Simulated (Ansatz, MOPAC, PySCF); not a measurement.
Complex: SiH4 (SMILES [SiH4]) (first 5 atoms) with CH3Cl (SMILES CCl); geometry from B3LYP-D3(BJ)/def2-TZVP, rigid monomers moved along the line of their centres of mass till Si1···Cl7 is 3.27 Å.
(charge 0, multiplicity 1):
```xyz
10

Si    -0.0443    -0.1828     0.2092
H      1.4316    -0.1288     0.2523
H     -0.4952    -0.2017    -1.2028
H     -0.6176     1.0063     0.8782
H     -0.5296    -1.4079     0.8827
C     -1.0117    -0.2123     3.6396
Cl     0.7629    -0.1464     3.3809
H     -1.2000    -0.2012     4.7088
H     -1.4569     0.6547     3.1614
H     -1.3862    -1.1279     3.1924
```

Counterpoise-corrected where a basis set is named; no monomer relaxation. Rows marked so take none.

Frozen-core correlation. Rows in 3-21G, 6-31G* carry no dispersion term and start afresh at each structure (6-31G* with six Cartesian d functions). The state that PM6 reach isn't checked.

Run with Ansatz (a quantum-chemistry and plane-wave program); MOPAC for PM6 (differences of heats of formation); PySCF for 3-21G rows, 6-31G* rows, the dispersion terms. 

```csv
level,interaction energy (kcal/mol)
PM6,-0.04
HF/3-21G (no counterpoise),1.19
HF/6-31G*,3.56
HF/6-31G* (no counterpoise),3.19
B3LYP/3-21G (no counterpoise),-0.01
B3LYP/def2-TZVPPD,2.20
B3LYP-D3(BJ)/def2-TZVPPD,(withheld)
PBE0/def2-TZVPPD,0.62
CCSD/aug-cc-pV(D+d)Z,0.58
```

Task: Fill in the missing entries.

Result: 
- B3LYP-D3(BJ)/def2-TZVPPD, interaction energy (kcal/mol): -0.94
